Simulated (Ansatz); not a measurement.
`C[CH](C)[InH][CH](C)C` + `CCOC` → `C[CH2][InH][CH](C)C` + `COC(C)C`  (formal exchange of groups at the In–C bond)

Calculated with Ansatz (gas phase, PBE0-D4/def2-TZVP geometries, no zero-point term in ΔE). CCSD(T)/CBS is the MP2 limit (def2-TZVPP, def2-QZVPP) plus CCSD(T) − MP2 in def2-TZVPP, frozen cores. Elements past krypton have def2 core potentials. For In outer-core shells are correlated without core-valence functions, which leaves a few kJ/mol of doubt a bond. One conformer a species, not always the lowest.

| species | CCSD(T)/CBS(def2) energy (Eh) |
| --- | --- |
| `C[CH](C)[InH][CH](C)C` | -427.13951 |
| `CCOC` | -194.12862 |
| `C[CH2][InH][CH](C)C` | -387.88001 |
| `COC(C)C` | -233.39375 |

(1) Work out ΔE.

Largest T1 diagnostic among the species: 0.011.

## Answers

(1) ΔE = (-387.88001) + (-233.39375) − (-427.13951) − (-194.12862) = -0.00563 Eh = -3.5 kcal/mol.

From BLYP to BHLYP (50 % exact exchange), in def2-TZVPP and without D4, ΔE moves by −0.9 kcal/mol. Leaving LDA and LC-ωPBE aside and taking each functional with its dispersion term where it has one, the values, not all of them listed here, spread over 1.0 kcal/mol, from B97M-V to revPBE-D4. LDA lies −1.1 kcal/mol from PBE without D4.
